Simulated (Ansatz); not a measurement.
Process, species as SMILES: CCCC=O → CCC[C]=O + H atom (the C-H bond at the site shown breaks; other sites are not compared here)
Geometries: B3LYP-D3(BJ)/def2-TZVP minima from Ansatz (an electronic-structure program), one conformer each, not searched for the lowest. Frequencies are from Ansatz.

Property: bond dissociation energy (0 K, with B3LYP-D3(BJ) harmonic zero-point energies), in eV. Valence correlation only, unless marked. Open shells are spin-unrestricted. Spin-orbit coupling is left out. No relativistic terms. CBS marks a two-point X^-3 extrapolation of the correlation energy; Hartree-Fock from the larger set. The bracket is a focal-point correction in the basis named.

```json
[
 {"level": "revPBE/def2-TZVPD", "program": "Ansatz", "bond dissociation energy (eV)": "3.51"},
 {"level": "r2SCAN-D3(BJ)/def2-TZVPD", "program": "Ansatz + dftd3", "bond dissociation energy (eV)": "?"},
 {"level": "B3LYP/def2-TZVPD", "program": "Ansatz", "bond dissociation energy (eV)": "3.69"},
 {"level": "PBE0/def2-TZVP", "program": "Ansatz", "bond dissociation energy (eV)": "?"},
 {"level": "CAM-B3LYP-D4/def2-TZVPD", "program": "Ansatz + dftd4", "bond dissociation energy (eV)": "3.73"},
 {"level": "B2PLYP/def2-TZVPD", "program": "Ansatz", "bond dissociation energy (eV)": "?"},
 {"level": "RI-MP2/CBS(cc-pVTZ,cc-pVQZ)+[CCSD(T)-MP2]/cc-pVTZ", "program": "Ansatz", "bond dissociation energy (eV)": "3.83"}
]
```

Complete the blanks.


- r2SCAN-D3(BJ)/def2-TZVPD, bond dissociation energy (eV): 3.62
- PBE0/def2-TZVP, bond dissociation energy (eV): 3.65
- B2PLYP/def2-TZVPD, bond dissociation energy (eV): 3.67
